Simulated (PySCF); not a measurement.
A side-by-side comparison of computed properties.

First species: C2H14FNSi4.
Structure used (GFN2-xTB), in Å, numbered top down from 1:
```
atom  x, y, z in Å
F1    -0.9440   -0.4184   -2.8181
Si2   -0.1710    0.1944   -1.5310
C3     1.2021   -1.0404   -1.1001
C4     1.5775   -1.0962    0.3813
Si5    2.3897    0.4882    1.0396
N6    -1.3409    0.3581   -0.2651
Si7   -1.7143    1.8825    0.4930
Si8   -2.2262   -1.0418    0.2923
H9     0.2737    1.5020   -1.9796
H10    2.0934   -0.8104   -1.6878
H11    0.8768   -2.0335   -1.4244
H12    2.2519   -1.9420    0.5437
H13    0.6770   -1.3055    0.9637
H14    3.5831    0.7901    0.2392
H15    2.8070    0.2465    2.4258
H16    1.4636    1.6203    0.9871
H17   -3.1306    2.1879    0.2755
H18   -1.4391    1.7554    1.9271
H19   -0.8654    2.9043   -0.1134
H20   -1.7227   -2.2211   -0.4052
H21   -2.0029   -1.1642    1.7375
H22   -3.6491   -0.8369    0.0180
```

Second species: C₆H₁₂OSi.
InChI=1S/C6H12OSi/c1-5(2)6(3)4-7-8/h4H,1H2,2-3,8H3/b6-4-

Levels: PBE0/pcSseg-1 for dipole moment, HOMO energy, LUMO energy and HOMO–LUMO gap; GFN2-xTB for rotational constant A and rotational constant C. Geometries: GFN2-xTB. Each species is one conformer at its optimised geometry, gas phase, non-relativistic unless stated. Electronic properties by PySCF.

The conformers computed, where there is a choice (atom-mapped SMILES and torsion angles):
- `[F:1][Si@H:2]([CH2:3][CH2:4][SiH3:5])[N:6]([SiH3:7])[SiH3:8]`: F1–Si2–C3–C4 -150°, Si2–C3–C4–Si5 -67°, F1–Si2–N6–Si7 -121°
- `[CH2:1]=[C:2]([CH3:3])/[C:4]([CH3:5])=[CH:6]\[O:7][SiH3:8]`: C1–C2–C4–C5 -7°, C4–C6–O7–Si8 -179°

```csv
property,column X,column Y
dipole moment,1.52 D,1.56 D
HOMO energy,-6.05 eV,-7.79 eV
LUMO energy,-0.38 eV,-0.10 eV
HOMO–LUMO gap,5.67 eV,7.69 eV
rotational constant A,3.207 GHz,1.071 GHz
rotational constant C,0.731 GHz,0.595 GHz
```

Task: Which column belongs to which species?

Result: Column X is the second species and column Y the first. The first has 22 atoms and 98 electrons, the second 20 and 70.

Task: How does each property change from the first species to the second?

Result: dipole moment -0.04 D; HOMO energy +1.74 eV; LUMO energy -0.28 eV; HOMO–LUMO gap -2.02 eV; rotational constant A +2.136 GHz; rotational constant C +0.136 GHz.

On the first: In atomic units the dipole is 0.62 e·bohr (1 au = 2.5417 D).

On the second: In atomic units the dipole is 0.60 e·bohr (1 au = 2.5417 D). A dipole of 1.52 D is allowed in C1, and pure rotational transitions are dipole-allowed.
